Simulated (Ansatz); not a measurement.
# A basis-limit estimate, worked out

The pair of Li⁺ (SMILES [Li+], atom 1) and HF (SMILES F, atoms 2–3), both closed shells, in one local arrangement (a lower one may exist), relaxed at PBE0-D4/def2-TZVP:

```
atom    x (Å)    y (Å)    z (Å)
 Li1  -0.0579   0.1216  -1.4983
  F2   0.0103  -0.0215   0.2856
  H3   0.0476  -0.1001   1.2128
```

Both fragments are computed in the basis of the whole pair.

Computed with Ansatz 0.2.0 (basis: def2-TZVPPD and def2-QZVPPD); correlated methods freeze the cores. The outer core shell of Li, Na, Mg and K is correlated.

Energies in eV:

| quantity | pair | first fragment | second fragment |
| --- | --- | --- | --- |
| Hartree–Fock, triple zeta (X = 3) | -2920.85924 | -196.91183 | -2722.92084 |
| Hartree–Fock, quadruple zeta (X = 4) | -2920.98808 | -196.91259 | -2723.03000 |
| MP2 correlation, X = 3 | -8.18426 | -0.81923 | -7.45598 |
| MP2 correlation, X = 4 | -8.85386 | -0.81958 | -8.11489 |
| CCSD(T) correlation, X = 3 | -8.54285 | -0.93654 | -7.69511 |

Q: Work out the interaction energy at the basis limit: extrapolate Hartree–Fock as E(X) = E∞ + A exp(−7.88 √X) and the MP2 correlation as E(X) = E∞ + B X^−2.97 (the exponents that Neese and Valeev fitted for def2-TZVPP and QZVPP, reused here for the diffuse sets), then add CCSD(T) − MP2 in triple zeta.

A: Each step is linear, so take the differences first (pair − first fragment − second fragment): Hartree–Fock -1.02657 (X = 3) and -1.04549 (X = 4); MP2 correlation 0.09095 and 0.08061; CCSD(T) correlation 0.08880.
Two points give E∞ = E(4) + w [E(4) − E(3)], with w = 1/(exp(7.88 (2 − √3)) − 1) = 0.1377 for Hartree–Fock and w = 1/((4/3)^2.97 − 1) = 0.7407 for the correlation.
Hartree–Fock: -1.04549 + 0.1377 × (-0.01892) = -1.0481 eV.
MP2 correlation: 0.08061 + 0.7407 × (-0.01034) = 0.0730 eV.
CCSD(T) − MP2: 0.08880 − 0.09095 = -0.0021 eV.
Sum: -1.0481 + 0.0730 + (-0.0021) = -0.9772 eV, or -22.53 kcal/mol. Plain CCSD(T) in triple zeta gives -0.9378 eV, so the larger basis shifts the result by -0.0394 eV.

T1 diagnostic: at most 0.011.

For scale, one of the runs: CCSD(T)/def2-TZVPPD, 79 basis functions, launched by `ansatz run in.yaml --threads 2 --pin off --events-out ev --progress --plain --max-ram 5222MiB`. Hardware: 2 CPU threads of an Intel Xeon 6975P-C, shared host. Wall time about 0.85 s.
